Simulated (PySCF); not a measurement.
C₂H₆Si (SMILES C[Si]C), singlet, geometry from GFN2-xTB. Base run: PBE/3-21G in PySCF.

The PySCF input:
```python
from pyscf import gto, scf, dft

mol = gto.Mole()
mol.atom = '''
    Si   -0.25781853    0.11561357    0.69927516
    C     0.74714689    1.26727629   -0.47256628
    H     0.92573921    2.24312512   -0.02482989
    H     0.22513318    1.43369211   -1.41547096
    H     1.72091760    0.83786826   -0.71036843
    C    -0.40578857   -1.42035160   -0.45329187
    H     0.57448304   -1.79226401   -0.75330936
    H    -0.95623279   -1.18077588   -1.36366825
    H    -0.92873070   -2.24178365    0.03294363
'''
mol.basis = '3-21g'
mol.verbose = 4
mol.build()

mf = dft.RKS(mol)
mf.xc = 'pbe'
mf.kernel()
mf.analyze()
```

The base run was repeated with changes; each row names its change, and settings that it needs were set with it.

| change | basis functions | E (Eh) | HOMO (eV) | HOMO-LUMO gap (eV) | dipole (D) |
|---|---|---|---|---|---|
| base | 43 | -367.03303 | -4.63 | 1.68 | 1.75 |
| basis = cc-pVTZ-DK; relativity = spin-free X2C | 178 | -369.67633 | -4.93 | 1.89 | 1.30 |
| basis = cc-pVTZ-DK; relativity = none | 178 | -368.90620 | -4.93 | 1.88 | 1.33 |
| basis = x2c-SVPall; relativity = spin-free X2C | 76 | -369.47290 | -4.85 | 1.87 | 1.41 |
| basis = cc-pVTZ-DK; relativity = spin-free X2C; nucleus = Gaussian (with mol.nucmod = 'G') | 178 | -369.67613 | -4.93 | 1.89 | 1.30 |
| basis = x2c-TZVPall; relativity = spin-free X2C | 135 | -369.67452 | -4.93 | 1.90 | 1.27 |
| basis = x2c-TZVPall; relativity = spin-free X2C; nucleus = Gaussian (with mol.nucmod = 'G') | 135 | -369.67434 | -4.93 | 1.90 | 1.27 |
| basis = x2c-TZVPall; relativity = none | 135 | -368.95290 | -4.93 | 1.88 | 1.29 |
| basis = x2c-SVPall; relativity = none | 76 | -368.78851 | -4.85 | 1.86 | 1.44 |
| basis = x2c-SVPall; relativity = spin-free X2C; nucleus = Gaussian (with mol.nucmod = 'G') | 76 | -369.47272 | -4.85 | 1.87 | 1.41 |

Totals shift with the method and basis; they matter in differences.

Basis sets contracted for a relativistic Hamiltonian are a mismatch without it, so the rows without relativity aren't non-relativistic limits. No row has spin-orbit coupling; sets with core potentials leave out the core electrons.
